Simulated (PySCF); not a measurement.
How methods differ on the excitation energy of Br

Br [Ar] 3d10 4s2 4p5 (2P) → Br [Ar] 3d10 4s1 4p5 4d1 (high-spin determinant), as a difference of total energies. Calculation: PySCF 2.14, in aug-cc-pVQZ-DK; scalar relativity by spin-free X2C-1e. Correlated levels: valence: [Ar] 3d10 frozen. The calculations carry no spin-orbit coupling.

| method | excitation energy (cm⁻¹) |
| --- | --- |
| UHF | 193490 |
| LDA | 187300 |
| PBE | 184620 |
| r2SCAN | 188170 |
| LC-wPBE | 193250 |
| wB97X | 194100 |
| revPBE | 183710 |
| MP2 (valence) | 188930 |
| SCS-MP2 (valence) | 188620 |

Task: Estimate what PBE0 gives.

Result: 188500 cm⁻¹, closest to SCS-MP2 (valence) among the rows shown.

Task: Estimate what wB97X-V gives.

Result: 193100 cm⁻¹, closest to LC-wPBE among the rows shown.

A first-order spin-orbit estimate (lowest level to lowest level, LS coupling) adds -0.015 eV.

The upper state lies above the first ionisation limit, where it may autoionise and the basis confines it.

The promoted electron is Rydberg-like, and one or two diffuse shells describe it only roughly, which tends to raise the upper state.

In the upper state the promoted electron has a positive orbital energy at LDA, PBE, PBE0, r2SCAN, revPBE, so the basis confines it.

The determinant of the upper state mixes LS terms, which raises its energy above the lowest term, most at the Hartree-Fock and MP2 levels.
